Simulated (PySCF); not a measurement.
GeH₂I₂, SMILES [I][GeH2][I].

Geometry optimised at B3LYP-D3(BJ)/def2-SVP. The def2 effective core potentials stand for the cores of I; spin–orbit coupling is left out.

Two levels are set side by side: PBE/def2-TZVPD (PySCF) and CAM-B3LYP/def2-TZVPD (PySCF). Same geometry, gas phase. Differences are taken from unrounded values.

| quantity | CAM-B3LYP | PBE | PBE minus CAM-B3LYP |
|---|---|---|---|
| orbital gap (eV) | 7.66 | 3.67 | -3.98 |
| highest occupied level (eV) | -8.89 | -6.59 | 2.30 |
| lowest empty level (eV) | -1.23 | -2.91 | -1.68 |
| dipole moment (D) | 1.36 | 1.20 | -0.17 |
| mean polarisability (bohr³) | 105.5 | 110.3 | 4.9 |

Without exact exchange PBE keeps part of each electron's self-repulsion, which lifts occupied levels and narrows the gap. Loosely held outer electrons make PBE densities more polarisable. Differences between two approximate levels are no errors against the true value.

Rough cost on one machine, each run with all the roots and properties that it gave: CAM-B3LYP against PBE within a factor of 2.
